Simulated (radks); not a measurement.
Ge21+, configuration [Ne] 3s1.

Calculated with a radial shooting solver on a logarithmic mesh with Libxc functionals: scalar-relativistic Kohn-Sham, r2SCAN, spin-polarised, spherical densities, finite nucleus; open shells are filled with parallel spins first; meta-GGA in the generalised Kohn-Sham scheme; Fermi nuclear charge, rms radius 4.0742 fm.

Energy parts (eV):
part                       energy
total                  -49984.544
kinetic                 51020.195
electron-nucleus      -108467.402
Hartree                  8913.063
exchange-correlation    -1450.400

Orbitals (lengths in bohr, moments of r in powers of bohr; r(max) is where P^2 peaks):
\begin{tabular}{lrrrrr}
orbital & occ. & eigenvalue (eV) & r(max) & <r^4> & <r> \\ \hline
1s up & 1 & -11899.93 & 0.03072 & 0.00002273 & 0.04698 \\
1s down & 1 & -11898.69 & 0.03073 & 0.00002273 & 0.04698 \\
2s up & 1 & -2245.812 & 0.1745 & 0.004250 & 0.2062 \\
2s down & 1 & -2244.671 & 0.1746 & 0.004229 & 0.2062 \\
2p up & 3 & -2077.419 & 0.1399 & 0.003057 & 0.1800 \\
2p down & 3 & -2075.971 & 0.1399 & 0.003037 & 0.1799 \\
3s up & 1 & -864.3987 & 0.4840 & 0.1299 & 0.5136 \\
3s down & 0 & -839.5327 & 0.4849 & 0.1340 & 0.5158 \\
\end{tabular}

The highest occupied level is 3s up at -864.40 eV. For comparison, the ionisation energy in NIST's Atomic Spectra Database is 880.44 eV (semi-empirical). In exact Kohn-Sham theory the highest level is minus the ionisation energy, but local and semilocal functionals leave it too shallow, through self-interaction and a potential that decays too fast; potentials with the right tail come closer. The spin density at the nucleus is 351.2 e/bohr^3 (1s 4.0, 2s 1.7, 3s 345.5). The electron density at the nucleus is 3.205e+04 e/bohr^3 (large components only).
